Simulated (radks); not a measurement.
Values are calculated unless marked as measured or tabulated.
Task: Level of theory: non-relativistic Kohn-Sham, LDA (Slater exchange, VWN5 correlation), spin-polarised, spherical densities, point nucleus; open shells are filled with parallel spins first (a radial shooting solver on a logarithmic mesh with Libxc functionals). Response by self-consistent Sternheimer equations with the Hartree and adiabatic LDA kernel. For heavy and open-shell atoms this level of theory can miss by tens of per cent. Rank V, Ne2+, Zn+, Ne, Sc, Fe+, S (NIST ground configurations) by static dipole polarisability, largest first.

Result: Sc 116.8, V 85.18, Fe+ 24.38, S 21.21, Zn+ 16.97, Ne 3.050, Ne2+ 0.8744 bohr^3.
